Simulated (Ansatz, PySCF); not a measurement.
Reaction (SMILES): NC1CC1 -> NC1[CH]C1 + H atom (the C-H bond at the site shown breaks; other sites are not compared here)
Structures are relaxed separately at B3LYP-D3(BJ)/def2-TZVP in Ansatz (a quantum-chemistry and plane-wave program), one conformer each, not searched for the lowest.
Geometry of the first species:
SMILES: NC1CC1
```xyz
11

C     -0.8497    -0.8470     0.0764
C     -1.0015     0.6153    -0.2526
C      0.2265     0.1266     0.4582
N      1.4480     0.0820    -0.3035
H     -0.6250    -1.5170    -0.7419
H     -1.4652    -1.2665     0.8604
H     -1.7210     1.1983     0.3059
H     -0.8762     0.9048    -1.2868
H      0.2917     0.3716     1.5171
H      1.9213     0.9779    -0.2898
H      2.0862    -0.6120     0.0679
```

Property: bond dissociation energy (enthalpy at 298 K, with B3LYP-D3(BJ) rigid-rotor harmonic-oscillator terms from PySCF), in kJ/mol. Correlated levels leave the core frozen unless marked. Open shells are spin-unrestricted. No spin-orbit coupling. Non-relativistic. CBS(X,Y): correlation extrapolated as X^-3; Hartree-Fock from the larger set. The bracket is a focal-point correction in the basis named.

Level to compare with: RI-MP2/CBS(cc-pVTZ,cc-pVQZ)+[CCSD(T)-MP2]/cc-pVTZ (Ansatz), 462.9 kJ/mol. It is a level with limits of its own, and the differences hold the functionals' basis error too.

Problem. Rank these functionals by how close they come to RI-MP2/CBS(cc-pVTZ,cc-pVQZ)+[CCSD(T)-MP2]/cc-pVTZ, closest first: wB97X-V/def2-TZVPD (Ansatz); SVWN5/def2-TZVPD (Ansatz); BHLYP/def2-TZVPD (Ansatz).

Solution. wB97X-V/def2-TZVPD (range-separated hybrid with VV10, 455.7 kJ/mol, difference -7.2), BHLYP/def2-TZVPD (global hybrid, 444.9 kJ/mol, difference -18.0), SVWN5/def2-TZVPD (LDA, 488.1 kJ/mol, difference 25.2)
